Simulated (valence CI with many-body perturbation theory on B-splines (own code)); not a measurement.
## Level structure of Pm56+

Calculated by configuration interaction combined with many-body perturbation theory (CI+MBPT): three valence electrons over a frozen Dirac-Fock core [He], a basis of 11 s, 11 p, 10 d, 8 f, 5 g, 2 h functions for each j, with the one-electron correlation potential Σ1 (screened to all orders), the two-electron term Σ2, the three-electron term Σ3, Breit, model QED; selected single and double excitations, second order for the rest, scaled by the run's own slope (own B-spline code, finite nucleus).

The last digits are not significant, and no measured levels were compared; by estimate large intervals hold to a few tenths of a per cent, small ones and those within an open d or f shell to about a per cent.

Levels 1 to 45 of 165, with energies above the lowest level, (2s^2 2p1/2) J=1/2. "Leading %" is the weight of the configuration and term that name the level; weights of strongly mixed levels are sums over their largest components and can fall short. In the jj column 3d3/2^4 stands for four electrons in 3d with j = 3/2.

| No. | Configuration | Term | J | E (Ry) | Leading % | Leading jj | g |
| --- | --- | --- | --- | --- | --- | --- | --- |
| 1 | 2s2 2p | 2P° | 1/2 | 0.00 | 100 | 2s^2 2p1/2 (100 %) | 0.633 |
| 2 | 2s 2p2 | 4P | 1/2 | 14.50 | 54 | 2s 2p1/2^2 (99 %) | 2.106 |
| 3 | 2s2 2p | 2P° | 3/2 | 45.10 | 99 | 2s^2 2p3/2 (99 %) | 1.310 |
| 4 | 2s 2p2 | 4P | 3/2 | 55.22 | 91 | 2s 2p1/2 2p3/2 (100 %) | 1.641 |
| 5 | 2s 2p2 | 2D | 5/2 | 57.82 | 60 | 2s 2p1/2 2p3/2 (100 %) | 1.332 |
| 6 | 2s 2p2 | 2P | 1/2 | 61.99 | 70 | 2s 2p1/2 2p3/2 (99 %) | 1.245 |
| 7 | 2s 2p2 | 2D | 3/2 | 62.08 | 64 | 2s 2p1/2 2p3/2 (100 %) | 0.972 |
| 8 | 2p3 | 2P° | 3/2 | 77.38 | 47 | 2p1/2^2 2p3/2 (98 %) | 1.337 |
| 9 | 2s 2p2 | 4P | 5/2 | 101.64 | 60 | 2s 2p3/2^2 (100 %) | 1.416 |
| 10 | 2s 2p2 | 2S | 1/2 | 107.92 | 69 | 2s 2p3/2^2 (100 %) | 1.904 |
| 11 | 2s 2p2 | 2P | 3/2 | 107.99 | 62 | 2s 2p3/2^2 (99 %) | 1.181 |
| 12 | 2p3 | 4S° | 3/2 | 119.71 | 55 | 2p1/2 2p3/2^2 (100 %) | 1.439 |
| 13 | 2p3 | 2D° | 5/2 | 121.27 | 100 | 2p1/2 2p3/2^2 (100 %) | 1.174 |
| 14 | 2p3 | 2P° | 1/2 | 124.54 | 100 | 2p1/2 2p3/2^2 (100 %) | 0.633 |
| 15 | 2p3 | 2P° | 3/2 | 167.46 | 52 | 2p3/2^3 (100 %) | 1.288 |
| 16 | 2s2 3s | 2S | 1/2 | 501.07 | 98 | 2s^2 3s (98 %) | 1.989 |
| 17 | 2s2 3p | 2P° | 1/2 | 506.00 | 96 | 2s^2 3p1/2 (96 %) | 0.667 |
| 18 | 2s 2p 3s | 4P° | 1/2 | 510.80 | 86 | 2s 2p1/2 3s (98 %) | 2.366 |
| 19 | 2s 2p 3s | 4P° | 3/2 | 512.38 | 60 | 2s 2p1/2 3s (97 %) | 1.548 |
| 20 | 2s 2p 3s | 2P° | 1/2 | 514.16 | 94 | 2s 2p1/2 3s (98 %) | 0.725 |
| 21 | 2s 2p 3p | 4D | 1/2 | 514.96 | 72 | 2s 2p1/2 3p1/2 (100 %) | 0.267 |
| 22 | 2s 2p 3p | 4D | 3/2 | 516.65 | 41 | 2s 2p1/2 3p1/2 (99 %) | 1.108 |
| 23 | 2s 2p 3p | 4P | 1/2 | 519.12 | 48 | 2s 2p1/2 3p1/2 (99 %) | 1.956 |
| 24 | 2s2 3p | 2P° | 3/2 | 519.44 | 96 | 2s^2 3p3/2 (96 %) | 1.330 |
| 25 | 2s2 3d | 2D | 3/2 | 522.95 | 97 | 2s^2 3d3/2 (97 %) | 0.794 |
| 26 | 2s2 3d | 2D | 5/2 | 526.60 | 96 | 2s^2 3d5/2 (96 %) | 1.192 |
| 27 | 2p2 3s | 4P | 1/2 | 527.92 | 35 | 2p1/2^2 3s (76 %) | 1.819 |
| 28 | 2s 2p 3p | 4P | 3/2 | 528.99 | 31 | 2s 2p1/2 3p3/2 (100 %) | 1.397 |
| 29 | 2s 2p 3p | 4D | 5/2 | 530.92 | 45 | 2s 2p1/2 3p3/2 (97 %) | 1.327 |
| 30 | 2s 2p 3p | 2D | 3/2 | 531.13 | 44 | 2s 2p1/2 3p3/2 (99 %) | 1.245 |
| 31 | 2s 2p 3d | 4F° | 3/2 | 531.74 | 71 | 2s 2p1/2 3d3/2 (100 %) | 0.563 |
| 32 | 2s 2p 3p | 2P | 1/2 | 532.09 | 30 | 2s 2p1/2 3p3/2 (76 %) | 1.485 |
| 33 | 2p2 3p | 2P° | 1/2 | 532.20 | 37 | 2p1/2^2 3p1/2 (82 %) | 0.611 |
| 34 | 2s 2p 3d | 4F° | 5/2 | 533.57 | 48 | 2s 2p1/2 3d3/2 (96 %) | 1.022 |
| 35 | 2s 2p 3d | 2P° | 3/2 | 534.75 | 28 | 2s 2p1/2 3d3/2 (97 %) | 1.196 |
| 36 | 2s 2p 3d | 4D° | 1/2 | 535.38 | 47 | 2s 2p1/2 3d3/2 (83 %) | 0.459 |
| 37 | 2s 2p 3d | 4P° | 5/2 | 536.21 | 35 | 2s 2p1/2 3d5/2 (98 %) | 1.318 |
| 38 | 2s 2p 3d | 4F° | 7/2 | 537.92 | 39 | 2s 2p1/2 3d5/2 (99 %) | 1.233 |
| 39 | 2s 2p 3d | 2F° | 5/2 | 538.72 | 52 | 2s 2p1/2 3d5/2 (98 %) | 1.064 |
| 40 | 2s 2p 3d | 2D° | 3/2 | 538.74 | 40 | 2s 2p1/2 3d5/2 (95 %) | 1.090 |
| 41 | 2p2 3p | 2P° | 3/2 | 546.84 | 32 | 2p1/2^2 3p3/2 (96 %) | 1.325 |
| 42 | 2p2 3d | 2D | 3/2 | 549.45 | 41 | 2p1/2^2 3d3/2 (98 %) | 0.784 |
| 43 | 2p2 3d | 2D | 5/2 | 553.95 | 34 | 2p1/2^2 3d5/2 (98 %) | 1.193 |
| 44 | 2s 2p 3s | 4P° | 5/2 | 555.98 | 100 | 2s 2p3/2 3s (100 %) | 1.577 |
| 45 | 2s 2p 3s | 2P° | 3/2 | 557.54 | 77 | 2s 2p3/2 3s (99 %) | 1.394 |

The ionisation energy to 2s2 1S_0 of the next ion comes out as 12131 eV (NIST: 12136 ± 5 eV (theoretical)). All 165 levels together are meant to be complete up to 725.69 Ry.
